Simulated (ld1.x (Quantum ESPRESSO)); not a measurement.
**germanium (Ge), PAW: configuration errors across variants**

germanium (Ge), PAW, made with ld1.x (Quantum ESPRESSO) 7.5 (PBEsol, fully relativistic). Core [Ne] 3s2, reference 3p6 3d10 4s1.5 4p2.5. Waves: 4s (bound): rcut 1.40, rcutus 1.75 bohr; 4s channel at -0.5 Ry: rcut 1.40, rcutus 1.75 bohr; 3p (bound): rcut 1.05, rcutus 1.35 bohr; 4p (bound): rcut 1.05, rcutus 1.35 bohr; 3d (bound): rcut 0.70, rcutus 0.85 bohr; 3d channel at -0.05 Ry: rcut 0.70, rcutus 0.85 bohr. Local part: all-electron potential smoothed inside 1.40 bohr (lloc = -2). Core correction: Bessel-smoothed model core inside 0.50 bohr. Augmentation charge: BESSEL, radius 0.75 bohr.

Open shells are filled in proportion to 2j + 1 (rel_dist='average').

All-electron excitation energies from the reference (eV): (1) 3p6 3d10 4s2 4p2 -3.956; (2) 3p6 3d10 4s2 4p1 3.499; (3) 3p6 3d10 4s2 4p0 18.951; (4) 3p6 3d10 4s2 4p2.3 -4.840; (5) 3p5 3d10 4s2 4p2 121.583; (6) 3p6 3d10 4s0 4p4 12.249; (7) 3p6 3d10 4s1 4p0 53.739.

Tests that are not counted but printed errors over 1 eV. “local potential all-electron potential smoothed inside 0.88 bohr (lloc = -2)”: 3p6 3d10 4s2 4p2 (pseudo-atom not self-consistent, printed error -516 eV).

Errors AE − PS in meV (a dash: test not solved or not reliable):

```tsv
change	(1)	(2)	(3)	(4)	(5)	(6)	(7)	bound ghosts
base	+0.5	+1.0	+1.7	+0.3	+12	+3.5	-0.2	not determined
local potential all-electron potential smoothed inside 0.68 bohr (lloc = -2)	+8.4	+15	+25	+7.2	-14	+81	+1.7	not determined
local potential all-electron potential smoothed inside 0.88 bohr (lloc = -2)	–	–	–	–	–	–	–	not determined
local potential all-electron potential smoothed inside 0.98 bohr (lloc = -2)	+3.4	+6.7	+13	+2.8	–	–	–	not determined
local potential all-electron potential smoothed inside 1.16 bohr (lloc = -2)	+0.8	+1.6	+3.0	+0.6	+50	+9.3	+0.1	not determined
local potential all-electron potential smoothed inside 1.32 bohr (lloc = -2)	+0.6	+1.0	+1.9	+0.4	+20	+4.4	-0.1	not determined
local potential all-electron potential smoothed inside 1.58 bohr (lloc = -2)	+0.3	+0.7	+1.3	+0.2	-3.5	+2.1	-0.4	not determined
local potential all-electron potential smoothed inside 1.86 bohr (lloc = -2)	+0.6	+1.1	+3.0	0.0	-106	+3.4	-0.9	not determined
local potential all-electron potential smoothed inside 1.98 bohr (lloc = -2)	+0.5	+0.9	+2.1	+0.1	-76	+2.5	-0.9	not determined
```

**Question.** Give the same row for: local potential all-electron potential smoothed inside 1.68 bohr (lloc = -2).

**Answer.** +0.3, +0.6, +1.2, +0.2, -10, +1.8, -0.5; bound ghosts: not determined.
